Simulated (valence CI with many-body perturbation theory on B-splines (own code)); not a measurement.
**Valence orbitals of Ho54+**

Computed by configuration interaction combined with many-body perturbation theory (CI+MBPT): three valence electrons over a frozen Dirac-Fock core [Ne], radial functions for each j: 11 s, 11 p, 9 d, 7 f, 5 g, 2 h, 1 i, with the one-electron correlation potential Σ1 (screened to all orders), the two-electron term Σ2, the three-electron term Σ3, Breit, model QED; selected single and double excitations, second order for the rest (own B-spline code, finite nucleus).

The last digits are not significant, and no measured levels were compared; by estimate large intervals hold to a few tenths of a per cent, small ones and those within an open d or f shell to about a per cent.

These are the spectroscopic orbitals of the CI (the correlating ones are not listed), shaped by the core and the other valence electrons. h is the expectation value of the core's Dirac-Fock operator, without the valence repulsion; Σ1 is computed up to l = 3 at one energy for each symmetry, that of its lowest orbital but kept below the first core excitation, so for empty shells it is not the orbital's own correlation shift; Breit and QED include the response of the core.

```tsv
Orbital	h (hartree)	Σ1 (cm⁻¹)	Breit (cm⁻¹)	QED (cm⁻¹)	⟨r⟩ (bohr)
3s1/2	-206.47	-7170	33424	27450	0.2088
4s1/2	-112.37	-2434	13048	11074	0.3853
5s1/2	-70.495	-1120	6251	5435	0.6178
6s1/2	-48.303	-613	3506	3070	0.9040
3p1/2	-201.4	-9333	56146	1014	0.1967
4p1/2	-110.27	-3098	21954	425	0.3762
5p1/2	-69.439	-1434	10683	215	0.6107
6p1/2	-47.7	-787	6024	123	0.8992
3p3/2	-192.7	-8122	31824	3536	0.2067
4p3/2	-106.71	-2797	12443	1438	0.3896
5p3/2	-67.652	-1314	6597	720	0.6275
6p3/2	-46.679	-728	3735	411	0.9193
3d3/2	-186.57	-10057	25911	-804	0.1771
4d3/2	-104.37	-2841	9382	-262	0.3634
5d3/2	-66.503	-1271	4467	-120	0.6039
3d5/2	-184.54	-9004	12454	330	0.1802
4d5/2	-103.5	-2533	4452	202	0.3672
5d5/2	-66.055	-1135	2174	114	0.6086
4f5/2	-102.25	-2514	976	-147	0.3197
5f5/2	-65.435	-1217	665	-78.1	0.5628
4f7/2	-101.87	-2394	278	65.1	0.3216
5f7/2	-65.242	-1154	188	30.4	0.5650
5g7/2	-65.139		23.4	-35.4	0.4960
5g9/2	-65.026		4.4	26.5	0.4974
```

Among the shells of the start configuration 3s2 3p1, Σ1 is largest in size for 3p1/2, where it is 0.021 % of h.

Lowest root of each symmetry, sizes in configuration state functions:

| J | Parity | Roots | Reference | Variational | Second order | Change by selected CI (cm⁻¹) | Change by second order (cm⁻¹) |
| --- | --- | --- | --- | --- | --- | --- | --- |
| 1/2 | even | 9 | 58 | 7102 | 4675 | -4792 | 0 |
| 3/2 | even | 13 | 92 | 12122 | 8745 | -2651 | -1 |
| 5/2 | even | 12 | 94 | 13847 | 11884 | -3941 | -1 |
| 7/2 | even | 6 | 67 | 12098 | 13946 | -5827 | -2 |
| 9/2 | even | 3 | 41 | 8845 | 10144 | -5932 | -3 |
| 1/2 | odd | 7 | 55 | 6486 | 5277 | -4729 | 0 |
| 3/2 | odd | 12 | 89 | 11369 | 9522 | -4408 | 0 |
| 5/2 | odd | 9 | 86 | 12411 | 13287 | -5102 | -1 |
| 7/2 | odd | 5 | 63 | 11263 | 10359 | -5687 | -2 |
| 9/2 | odd | 2 | 33 | 8314 | 14643 | -3135 | -3 |
